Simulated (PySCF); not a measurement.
Unknown compound

The spectra below were simulated for a compound C3H11ClO2Si3.

¹H NMR (400 MHz, computed): δ 6.19 (m, 1H), 5.89 (m, 1H), 5.72 (m, 1H), 5.69 (m, 1H), 4.45 (m, 1H), 1.41 (d, 3H), 1.37 (d, 3H).

¹³C{¹H} NMR (computed): δ 68.6 (CH), 30.2 (CH3), 27.6 (CH3).

Method: NMR shieldings at PBE0/pcSseg-1/GIAO, coordinates at the GFN2-xTB level, in PySCF 2.14.0 with density-fitted response routines (one computed conformer, averaged over atoms made equivalent by symmetry, fast rotation or ring inversion, in vacuum, relativity neglected).

Scale: TMS for ¹H and ¹³C (reference shieldings calculated alike).

**Question.** Choose the structure that fits.
A. CC(C)O[Si@@H]1O[SiH2][Si@@H]1Cl
B. CO[SiH2]/C=C(/O[SiH3])[SiH2]Cl
C. CC1(C)O[Si@@H](O[SiH3])[Si@@H]1Cl
D. C=C(C)O[Si@H](O[SiH3])[SiH2]Cl

**Answer.** A. 

Rings plus π bonds: 1 (1 ring in the answer). 3 carbon signals for 3 carbons: no two carbons are equivalent. Carbon types of the structure: 1 × CH, 2 × CH3, leaving 4 H on heteroatoms. δC 68.6: sp3 CH bonded to O; deshielded by the electronegative neighbour. δC 30.2, 27.6: methyl carbon; aliphatic region, no heteroatom directly attached. δH 5.72: hydrogen on a silicon bonded to 2 O, Si, in a 4-membered ring. δH 4.45: hydrogen on an sp3 CH bonded to O; its carbon carries O, hence the downfield position. δH 1.41, 1.37: hydrogen on a methyl carbon.

The others: C=C(C)O[Si@H](O[SiH3])[SiH2]Cl has carbons computed at 163.9, 95.1, 25.3, with a different DEPT pattern; CC1(C)O[Si@@H](O[SiH3])[Si@@H]1Cl would give 5 signals for carbon-bound and other non-exchanging H, not 7; CO[SiH2]/C=C(/O[SiH3])[SiH2]Cl would give 5 signals for carbon-bound and other non-exchanging H, not 7.

Shifts are as computed. Against solution values, carbons near 30 ppm lie about +3 ppm off and those near 130 ppm about +5 ppm. Of 1211 compounds with measured shifts, 218 miss one by over three times the rms of a fit or turn the order of signals round; such compounds aren't used in these exercises. Multiplicities follow the n + 1 count of equivalent neighbours, as no J values were calculated; m marks all less simple cases, F and P coupling included.
